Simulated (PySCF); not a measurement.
# A small calculation by hand: dipole moment from atomic charges

SiF2, SMILES [Si](F)F (connectivity only; charge and spin as stated), neutral, multiplicity 1. Atoms are numbered in the order given.

```xyz
3

Si     0.0000     0.0000     0.5766
F      0.0000     1.2330    -0.4485
F      0.0000    -1.2330    -0.4485
```

Coordinates come from a r2SCAN-D4/def2-TZVP optimisation. The isomer is the one that the SMILES or the coordinates give; other isomers of the formula were not compared.

Charges (e) from M06-2X/def2-TZVPD in PySCF:

| atom | ESP fit | IAO |
|---|---|---|
| Si1 | 0.324 | 1.082 |
| F2 | -0.162 | -0.541 |
| F3 | -0.162 | -0.541 |

The dipole moment of the full density is 1.27 D.

Problem. What dipole moment does each set of point charges give, and which comes closer to that of the density?

Solution. 
μ = Σ q r, and 1 e Å = 4.8032 D.
ESP fit: Σ q r = (0.000, 0.000, 0.332) e Å, |μ| = 1.60 D.
IAO: Σ q r = (0.000, 0.000, 1.109) e Å, |μ| = 5.33 D.
ESP fit comes closer in size. Point charges leave out the atoms' own dipoles (lone pairs, polarised bonds); fits to the potential absorb them, partitions of the density don't.
